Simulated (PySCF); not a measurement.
An unknown shows these calculated signals:

¹H NMR (300 MHz, computed): δ 4.84 (s, 3H), 3.55 (m, 2H), 2.74 (m, 2H), 2.00 (s, 3H).

¹³C{¹H} NMR (computed): δ 145.3 (C), 50.0 (CH2), 39.7 (CH2), 17.9 (CH3).

PySCF 2.14 calculation with shielding tensors at PBE0/pcSseg-1 (GIAO) and geometry from GFN2-xTB; in vacuum, no relativistic terms, single conformer, one averaged value for each set of equivalent atoms.

Chemical shifts δ = σref − σ; ¹H and ¹³C vs TMS, all at this level.

**Question.** Which of these does the molecule contain: a CH3CH2 unit, an aldehyde, a C≡C triple bond, a Si–H bond?

**Answer.** 
- A CH3CH2 unit: no.
- An aldehyde: no.
- A C≡C triple bond: no.
- A Si–H bond: yes (δH 4.84 (s)).

The data belong to SMILES CC1=NN([SiH3])CC1, C4H10N2Si; they needn't prove each group on their own.

Carbon signals by region: 1 in the sp2 and nitrile region (100–160 ppm), 3 below 50 ppm.

Shifts are as computed. Against solution values, carbons near 30 ppm lie about +3 ppm off and those near 130 ppm about +5 ppm. Of 1211 compounds with measured shifts, 218 miss one by over three times the rms of a fit or turn the order of signals round; such compounds aren't used in these exercises. Multiplicities follow the n + 1 count of equivalent neighbours, as no J values were calculated; m marks all less simple cases, F and P coupling included.
